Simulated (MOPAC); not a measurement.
Input for MOPAC: AM1 on HgO, 2S+1 = 3, a spin state set in the input, which need not be the lowest, a point of a bond scan (R = 2.086 Å).

```
AM1 1SCF PRECISE CHARGE=0 UHF MS=1 THREADS=1
HgO

Hg     0.00000000 1     0.00000000 1     0.00000000 1
O      0.00000000 1     0.00000000 1     2.08615800 1
```

Program output:

```
*******************************************************************************
 **                                                                           **
 **                              MOPAC v23.2.5                                **
 **                                                                           **
 *******************************************************************************
 ** MOPAC's Digital Object Identifier: https://doi.org/10.5281/zenodo.6511958 **
 **                                                                           **
 ** Please cite the open-source release paper for use of this MOPAC version:  **
 ** J. E. Moussa and J. J. P. Stewart (2026)                                  **
 ** MOPAC: An open-source semiempirical molecular orbital program             **
 ** J. Open Source Softw., 11(119), 8025, https://doi.org/10.21105/joss.08025 **
 *******************************************************************************

                              AM1 CALCULATION RESULTS

 *******************************************************************************
 *  AM1        - The AM1 Hamiltonian to be used
 *  UHF        - UNRESTRICTED HARTREE-FOCK CALCULATION
 *
 *
 *
 *                 CHARGE ON SYSTEM = 0
 *
 *
 *
 *  MS=        - IN MECI, MAGNETIC COMPONENT OF SPIN =  1.0
 *  PRECISE    - TIGHTER CRITERIA TO BE USED
 *  1SCF       - DO 1 SCF AND THEN STOP
 *  THREADS=1  - MULTI-THREADING NOT USED
 *  T=         - A TIME OF 172800.0 SECONDS REQUESTED
 *  DUMP=N     - RESTART FILE WRITTEN EVERY 7200.0 SECONDS REQUESTED
 *******************************************************************************
AM1 1SCF PRECISE CHARGE=0 UHF MS=1 THREADS=1
 HgO

   ATOM   CHEMICAL          X               Y               Z
  NUMBER   SYMBOL      (ANGSTROMS)     (ANGSTROMS)     (ANGSTROMS)

     1      Hg          0.00000000  *   0.00000000  *   0.00000000  *
     2       O          0.00000000  *   0.00000000  *   2.08615800  *



          CARTESIAN COORDINATES

    NO.       ATOM           X           Y           Z

     1        Hg          0.0000      0.0000      0.0000
     2         O          0.0000      0.0000      2.0862

  O: (AM1): M.J.S. DEWAR ET AL, J. AM. CHEM. SOC. 107 3902-3909 (1985)
 Hg: (AM1): M.J.S.Dewar and C.Jie, Organometallics 8, 1547, (1989)

           Empirical Formula: O Hg  =     2 atoms



      MOLECULAR POINT GROUP   :   C*v


          UHF CALCULATION, NO. OF ALPHA ELECTRONS =    5
                           NO. OF BETA  ELECTRONS =    3

 -------------------------------------------------------------------------------
 AM1 1SCF PRECISE CHARGE=0 UHF MS=1 THREADS=1
 HgO



     1SCF WAS SPECIFIED, SO BFGS WAS NOT USED
     SCF FIELD WAS ACHIEVED


                              AM1 CALCULATION
                                                       MOPAC v23.2.5 Linux




          FINAL HEAT OF FORMATION =         62.40554 KCAL/MOL =     261.10479 KJ/MOL


          COSMO AREA              =         61.61 SQUARE ANGSTROMS
          COSMO VOLUME            =         41.81 CUBIC ANGSTROMS

          IONIZATION POTENTIAL    =         10.376134 EV
          ALPHA SOMO LUMO (EV)    =        -10.376  5.605
          BETA  SOMO LUMO (EV)    =        -10.487 -0.982
          NO. OF ALPHA ELECTRONS  =          5
          NO. OF BETA  ELECTRONS  =          3
          MOLECULAR WEIGHT        =        216.5894         POINT GROUP:  C*v

          MOLECULAR DIMENSIONS (Angstroms)

            Atom       Atom       Distance
            O     2   Hg     1     2.08616
            O     2   Hg     1     0.00000
           Hg     1    O     2     0.00000


          SCF CALCULATIONS        =          1





   ATOM   CHEMICAL          X               Y               Z
  NUMBER   SYMBOL      (ANGSTROMS)     (ANGSTROMS)     (ANGSTROMS)

     1      Hg          0.00000000  *   0.00000000  *   0.00000000  *
     2       O          0.00000000  *   0.00000000  *   2.08615800  *

                             CARTESIAN COORDINATES

   1   Hg        0.000000000     0.000000000     0.000000000
   2    O        0.000000000     0.000000000     2.086158000


           Empirical Formula: O Hg  =     2 atoms



      MOLECULAR POINT GROUP   :   C*v


          ALPHA EIGENVALUES
 -33.62924 -13.70073 -13.09474 -11.57795 -10.37613   5.60478   5.63203   6.49821


           BETA EIGENVALUES
 -28.40456 -10.50190 -10.48740  -0.98162   1.38485   6.37336   6.70902   8.17433


              NET ATOMIC CHARGES AND DIPOLE CONTRIBUTIONS

  ATOM NO.   TYPE          CHARGE      No. of ELECS.   s-Pop       p-Pop
    1         Hg           0.382937        1.6171     1.38757     0.22949
    2          O          -0.382937        6.3829     1.95063     4.43231
 DIPOLE           X         Y         Z       TOTAL
 POINT-CHG.     0.000     0.000    -3.837     3.837
 HYBRID        -0.000    -0.000    -0.239     0.239
 SUM           -0.000    -0.000    -4.076     4.076


          ATOMIC ORBITAL ELECTRON POPULATIONS

     Atom    s        px        py        pz
    1 Hg   1.38757   0.03099   0.01162   0.18688
    2  O   1.95063   1.96901   0.98838   1.47492


                    (SZ)    =    1.000000
                    (S**2)  =    2.020288


          ATOMIC ORBITAL SPIN POPULATIONS

    Atom   Total    s     px     py     pz
         Atomic
    1 Hg  0.6068  0.555 -0.001  0.012  0.041
    2  O  1.3932  0.005  0.001  0.988  0.398

 **********************
 *                    *
 * JOB ENDED NORMALLY *
 *                    *
 **********************




 == MOPAC DONE ==
```

The run finished.

Cost: roughly 0.020 core-seconds.
